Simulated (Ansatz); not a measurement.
Two isomers of CH8ClNSi2: A = `[SiH3]CN[SiH2]Cl`, B = `C[SiH2]N[SiH2]Cl`.

Calculated with Ansatz (gas phase, PBE0-D4/def2-TZVP geometries, no zero-point term in ΔE). CCSD(T)/CBS adds triple-zeta CCSD(T) − MP2 to the extrapolated MP2 energy (def2 sets, frozen cores). Functionals use def2-TZVPP. B3LYP here is the variant with VWN-RPA as its local correlation; programs differ in this. One conformer a species, not always the lowest.

Problem. Which isomer does CCSD(T)/CBS put lower? Give the gap. (An estimate is asked.)

Solution. Computed: B, by 36.9 kcal/mol.

Problem. Give E(B) − E(A) in kcal/mol with CCSD(T)/def2-TZVPP, CCSD/def2-TZVPP, PBE0-D4, HF/def2-TZVPP, B3LYP, PBE-D4, MP2/def2-TZVPP. (Best estimate.)

Solution. Computed: CCSD(T)/def2-TZVPP -36.3, CCSD/def2-TZVPP -36.4, PBE0-D4 -35.2, HF/def2-TZVPP -37.1, B3LYP -35.2, PBE-D4 -33.9, MP2/def2-TZVPP -37.7. None reverses the order clearly.

Largest T1 diagnostic: 0.011.

From PBE to PBE0 (25 % exact exchange), in def2-TZVPP and without D4, E(B) − E(A) moves by −1.3 kcal/mol.
